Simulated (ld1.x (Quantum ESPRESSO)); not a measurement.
## u(r) = r·R(r): atom against pseudo-atom (silicon)

Columns: radius, all-electron u(r) and pseudo u(r) of the 3p shell (level -3.93 eV) of silicon in the configuration [Ne] 3s2 3p2; BLYP, scalar-relativistic, TM scheme, ld1.x (Quantum ESPRESSO) 7.5.

```tsv
r (bohr)	all-electron	pseudo
0.095	0.0955	-0.0034
0.190	0.2080	-0.0134
0.285	0.2585	-0.0299
0.380	0.2503	-0.0525
0.475	0.2019	-0.0808
0.570	0.1300	-0.1141
0.665	0.0468	-0.1517
0.760	-0.0396	-0.1928
0.855	-0.1242	-0.2366
0.950	-0.2039	-0.2819
1.045	-0.2767	-0.3278
1.140	-0.3420	-0.3732
1.235	-0.3994	-0.4169
1.330	-0.4491	-0.4579
1.425	-0.4913	-0.4952
1.520	-0.5266	-0.5280
1.615	-0.5553	-0.5557
1.710	-0.5780	-0.5780
1.805	-0.5950	-0.5950
1.900	-0.6069	-0.6069
1.995	-0.6144	-0.6144
2.090	-0.6179	-0.6179
2.185	-0.6180	-0.6180
2.280	-0.6152	-0.6152
2.375	-0.6098	-0.6098
2.470	-0.6023	-0.6023
```

Q: How many radial nodes do the two functions have?

A: The all-electron 3p function has n − l − 1 = 1; the pseudo-wave has 0, since the states of the same l below it are removed with the core.

Q: At about which radius was the pseudo-wave matched?

A: 1.90 bohr. The columns agree to 0.0005 from 1.61 bohr on; several derivatives are matched, so the curves merge somewhat inside the radius.

Q: Where does each function peak?

A: Outermost all-electron maximum near 2.19 bohr, pseudo maximum near 2.19 bohr (to the table’s step).

Q: Is the pseudo-wave norm-conserving?

A: Yes: the TM scheme keeps the norm inside the radius equal to the all-electron one, which fixes the energy derivative of the logarithmic derivative at the level.
